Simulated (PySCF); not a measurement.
Te(OMe)(SiH3), SMILES CO[Te][SiH3], PBE0/def2-SVP optimised geometry.

```
10

Te    -1.42    -1.15     0.00
O     -1.50     0.87     0.00
C     -1.58     1.49     1.25
H     -0.70     1.29     1.90
H     -1.62     2.58     1.06
H     -2.49     1.21     1.82
Si     1.08    -1.15     0.00
H      1.60    -0.40     1.18
H      1.62    -0.53    -1.25
H      1.50    -2.58     0.09
```

Density from PBE0/def2-TZVP, def2 effective core potentials past Kr in PySCF at that geometry. The core electrons that the potentials of Te replace are not part of the density.

Minimum of the electron density along straight lines between bonded atoms, close to the bond critical point (lines longer than 1.1 times the sum of covalent radii, or with two minima, are not listed):

```json
[
 {"bond": "Te1–O2", "length / Å": "2.019", "ρ at the minimum / e bohr⁻³": "0.118", "∇²ρ there / e bohr⁻⁵": "0.26", "position (fraction from the first atom)": "0.50"},
 {"bond": "O2–C3", "length / Å": "1.402", "ρ at the minimum / e bohr⁻³": "0.267", "∇²ρ there / e bohr⁻⁵": "[?]", "position (fraction from the first atom)": "0.65"},
 {"bond": "C3–H4", "length / Å": "1.107", "ρ at the minimum / e bohr⁻³": "0.275", "∇²ρ there / e bohr⁻⁵": "-0.94", "position (fraction from the first atom)": "0.65"},
 {"bond": "C3–H5", "length / Å": "1.103", "ρ at the minimum / e bohr⁻³": "0.277", "∇²ρ there / e bohr⁻⁵": "-0.96", "position (fraction from the first atom)": "0.65"},
 {"bond": "C3–H6", "length / Å": "1.106", "ρ at the minimum / e bohr⁻³": "0.275", "∇²ρ there / e bohr⁻⁵": "-0.94", "position (fraction from the first atom)": "0.65"},
 {"bond": "Te1–Si7", "length / Å": "2.506", "ρ at the minimum / e bohr⁻³": "[?]", "∇²ρ there / e bohr⁻⁵": "-0.13", "position (fraction from the first atom)": "0.62"},
 {"bond": "Si7–H8", "length / Å": "1.493", "ρ at the minimum / e bohr⁻³": "0.120", "∇²ρ there / e bohr⁻⁵": "0.15", "position (fraction from the first atom)": "0.49"},
 {"bond": "Si7–H9", "length / Å": "1.491", "ρ at the minimum / e bohr⁻³": "0.120", "∇²ρ there / e bohr⁻⁵": "[?]", "position (fraction from the first atom)": "0.49"},
 {"bond": "Si7–H10", "length / Å": "1.495", "ρ at the minimum / e bohr⁻³": "0.118", "∇²ρ there / e bohr⁻⁵": "0.15", "position (fraction from the first atom)": "0.49"}
]
```

Question: Fill in the missing entries.

Answer: 
- O2–C3, ∇²ρ there / e bohr⁻⁵: -0.58
- Te1–Si7, ρ at the minimum / e bohr⁻³: 0.083
- Si7–H9, ∇²ρ there / e bohr⁻⁵: 0.14
